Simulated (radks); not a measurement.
Problem. These are the eigenvalues of the occupied orbitals of an atom or ion with whole-number occupations (hartree). Calculated with a radial shooting solver on a logarithmic mesh with Libxc functionals: scalar-relativistic Kohn-Sham, LDA (Slater exchange, Perdew-Wang correlation), spin-polarised, spherical densities, finite nucleus; Fermi nuclear charge, rms radius of each element as measured or else 0.836 A^(1/3) + 0.57 fm.

| orbital | eigenvalue |
|---|---|
| 1s up | -1593.269 |
| 1s down | -1593.269 |
| 2s up | -257.7633 |
| 2s down | -257.7618 |
| 2p up | -230.5606 |
| 2p down | -230.5595 |
| 3s up | -55.93558 |
| 3s down | -55.89465 |
| 3p up | -47.35311 |
| 3p down | -47.31252 |
| 3d up | -35.40533 |
| 3d down | -35.37335 |
| 4s up | -11.16864 |
| 4s down | -11.06437 |
| 4p up | -8.35582 |
| 4p down | -8.25122 |
| 4d up | -4.35491 |
| 4d down | -4.25056 |
| 5s up | -1.55454 |
| 5s down | -1.48752 |
| 5p up | -0.87317 |
| 5p down | -0.81865 |
| 6s up | -0.17005 |
| 4f up | -0.13996 |
| 6p up | -0.07553 |

Which element is it, and in what charge state? The configuration may be excited. Open shells, if any, are filled with parallel spins first.

Solution. Z = 60, neodymium, charge 0: Nd in [Xe] 4f4 6s1 6p1. The list shows which subshells hold electrons but not how many an open one holds; the 1s level, -1593.3 hartree, gives Z - s = 56.4 by -(Z - s)^2/2, which with screening and relativity narrows Z to a few neighbours, and the depths of the outer levels then fix element, charge and occupations together.
